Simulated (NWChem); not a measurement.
Molecule: CH₇BSi; SMILES B(C)[SiH3]

Computed with NWChem. The geometry was optimised at PBE-D3(BJ)/def2-SVP. Level: PBE0/def2-SVPD; rows give the wavelength of the field.

| field | isotropic polarisability (bohr³) | anisotropy (bohr³) |
|---|---|---|
| static | 60.1 | 18.3 |
| 1065 nm | 60.8 | 18.7 |
| 589 nm | … | … |

Q: Some entries are withheld; supply them.

A: 
- 589 nm, isotropic polarisability (bohr³): 62.3
- 589 nm, anisotropy (bohr³): 19.7
